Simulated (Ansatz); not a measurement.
Basis-set extrapolation for C2H4OSi, SMILES `C#C[SiH2]O` (PBE0-D4/def2-TZVP geometry, frozen core, Ansatz 0.2.0). Multiplicity 1, RHF reference.

```tsv
	def2-TZVPP	def2-QZVPP
HF	-441.932424	-441.948616
MP2 correlation	-0.661368	-0.709986
CCSD(T) correlation	-0.716179	not run
```

Energies in hartree. Use E(X) = E(∞) + A·exp(−7.88·√X) for Hartree–Fock and E(X) = E(∞) + B·X^(−2.97) for correlation, with X = 3 and 4, and add CCSD(T) minus MP2 of the smaller set to the MP2 limit.

Q: What is the CCSD(T) energy at the basis-set limit?

A: HF limit: -441.948616 + (-0.016192) × 0.13774 = -441.95085. MP2 limit: -0.709986 + (-0.048618) × 0.74074 = -0.74600. Higher-order term: -0.716179 − (-0.661368) = -0.05481. Total: -442.75166 hartree, 64.7 kcal/mol below CCSD(T)/def2-TZVPP.
